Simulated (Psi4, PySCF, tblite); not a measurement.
Interaction energy of CH4 ··· H4N+ (SMILES C and [NH4+]) (charge +1). Monomers: optimised at B3LYP-D3(BJ) (def2-TZVP), held rigid. Orientation: lowest of the rigid-body minima from ten starts at GFN2-xTB. Only R, the distance of the centres of mass, is varied, so the lowest point isn't the relaxed dimer.

- RKS-B3LYP/3-21G = restricted B3LYP/3-21G, no counterpoise correction in PySCF
- RKS-BP86/6-31G* = restricted BP86/6-31G*, spherical d, no counterpoise correction run with PySCF
- GFN2-xTB (tblite)
- wB97X-D/def2-TZVP, counterpoise-corrected (Psi4)

Interaction energies in kcal/mol; the last columns give the difference from wB97X-D:

```json
[
 {"R / Å": "2.53", "RKS-B3LYP/3-21G": "15.31", "RKS-BP86/6-31G*": "13.53", "GFN2-xTB": "8.88", "wB97X-D/def2-TZVP": "11.75", "RKS-B3LYP/3-21G − wB97X-D/def2-TZVP": "3.56", "RKS-BP86/6-31G* − wB97X-D/def2-TZVP": "1.78", "GFN2-xTB − wB97X-D/def2-TZVP": "-2.88"},
 {"R / Å": "2.74", "RKS-B3LYP/3-21G": "2.67", "RKS-BP86/6-31G*": "2.38", "GFN2-xTB": "-0.73", "wB97X-D/def2-TZVP": "1.03", "RKS-B3LYP/3-21G − wB97X-D/def2-TZVP": "1.64", "RKS-BP86/6-31G* − wB97X-D/def2-TZVP": "1.35", "GFN2-xTB − wB97X-D/def2-TZVP": "-1.76"},
 {"R / Å": "2.96", "RKS-B3LYP/3-21G": "-2.76", "RKS-BP86/6-31G*": "-2.31", "GFN2-xTB": "-4.42", "wB97X-D/def2-TZVP": "-3.36", "RKS-B3LYP/3-21G − wB97X-D/def2-TZVP": "0.60", "RKS-BP86/6-31G* − wB97X-D/def2-TZVP": "1.05", "GFN2-xTB − wB97X-D/def2-TZVP": "-1.06"},
 {"R / Å": "3.14", "RKS-B3LYP/3-21G": "-4.18", "RKS-BP86/6-31G*": "-3.56", "GFN2-xTB": "-5.04", "wB97X-D/def2-TZVP": "-4.45", "RKS-B3LYP/3-21G − wB97X-D/def2-TZVP": "0.27", "RKS-BP86/6-31G* − wB97X-D/def2-TZVP": "0.89", "GFN2-xTB − wB97X-D/def2-TZVP": "-0.59"},
 {"R / Å": "3.31", "RKS-B3LYP/3-21G": "-4.32", "RKS-BP86/6-31G*": "-3.73", "GFN2-xTB": "-4.73", "wB97X-D/def2-TZVP": "-4.52", "RKS-B3LYP/3-21G − wB97X-D/def2-TZVP": "0.20", "RKS-BP86/6-31G* − wB97X-D/def2-TZVP": "0.80", "GFN2-xTB − wB97X-D/def2-TZVP": "-0.21"},
 {"R / Å": "3.54", "RKS-B3LYP/3-21G": "-3.77", "RKS-BP86/6-31G*": "-3.28", "GFN2-xTB": "-3.85", "wB97X-D/def2-TZVP": "-4.00", "RKS-B3LYP/3-21G − wB97X-D/def2-TZVP": "0.22", "RKS-BP86/6-31G* − wB97X-D/def2-TZVP": "0.72", "GFN2-xTB − wB97X-D/def2-TZVP": "0.14"},
 {"R / Å": "3.83", "RKS-B3LYP/3-21G": "-2.84", "RKS-BP86/6-31G*": "-2.46", "GFN2-xTB": "-2.76", "wB97X-D/def2-TZVP": "-3.09", "RKS-B3LYP/3-21G − wB97X-D/def2-TZVP": "0.25", "RKS-BP86/6-31G* − wB97X-D/def2-TZVP": "0.63", "GFN2-xTB − wB97X-D/def2-TZVP": "0.33"},
 {"R / Å": "4.17", "RKS-B3LYP/3-21G": "-1.92", "RKS-BP86/6-31G*": "-1.68", "GFN2-xTB": "-1.87", "wB97X-D/def2-TZVP": "-2.19", "RKS-B3LYP/3-21G − wB97X-D/def2-TZVP": "0.27", "RKS-BP86/6-31G* − wB97X-D/def2-TZVP": "0.52", "GFN2-xTB − wB97X-D/def2-TZVP": "0.32"},
 {"R / Å": "4.63", "RKS-B3LYP/3-21G": "-1.07", "RKS-BP86/6-31G*": "-1.02", "GFN2-xTB": "-1.18", "wB97X-D/def2-TZVP": "-1.39", "RKS-B3LYP/3-21G − wB97X-D/def2-TZVP": "0.31", "RKS-BP86/6-31G* − wB97X-D/def2-TZVP": "0.36", "GFN2-xTB − wB97X-D/def2-TZVP": "0.21"},
 {"R / Å": "5.32", "RKS-B3LYP/3-21G": "-0.49", "RKS-BP86/6-31G*": "-0.53", "GFN2-xTB": "-0.66", "wB97X-D/def2-TZVP": "-0.73", "RKS-B3LYP/3-21G − wB97X-D/def2-TZVP": "0.24", "RKS-BP86/6-31G* − wB97X-D/def2-TZVP": "0.21", "GFN2-xTB − wB97X-D/def2-TZVP": "0.07"},
 {"R / Å": "6.36", "RKS-B3LYP/3-21G": "-0.23", "RKS-BP86/6-31G*": "-0.24", "GFN2-xTB": "-0.32", "wB97X-D/def2-TZVP": "-0.33", "RKS-B3LYP/3-21G − wB97X-D/def2-TZVP": "0.10", "RKS-BP86/6-31G* − wB97X-D/def2-TZVP": "0.09", "GFN2-xTB − wB97X-D/def2-TZVP": "0.01"},
 {"R / Å": "7.67", "RKS-B3LYP/3-21G": "-0.11", "RKS-BP86/6-31G*": "-0.11", "GFN2-xTB": "-0.15", "wB97X-D/def2-TZVP": "-0.15", "RKS-B3LYP/3-21G − wB97X-D/def2-TZVP": "0.04", "RKS-BP86/6-31G* − wB97X-D/def2-TZVP": "0.04", "GFN2-xTB − wB97X-D/def2-TZVP": "-0.01"}
]
```

RKS-B3LYP/3-21G is furthest from wB97X-D/def2-TZVP at 2.53 (3.56 kcal/mol, above); its mean absolute difference over the points is 0.64 kcal/mol.

RKS-BP86/6-31G* is furthest from wB97X-D/def2-TZVP at 2.53 (1.78 kcal/mol, above); its mean absolute difference over the points is 0.70 kcal/mol.

GFN2-xTB is furthest from wB97X-D/def2-TZVP at 2.53 (-2.88 kcal/mol, below); its mean absolute difference over the points is 0.63 kcal/mol.
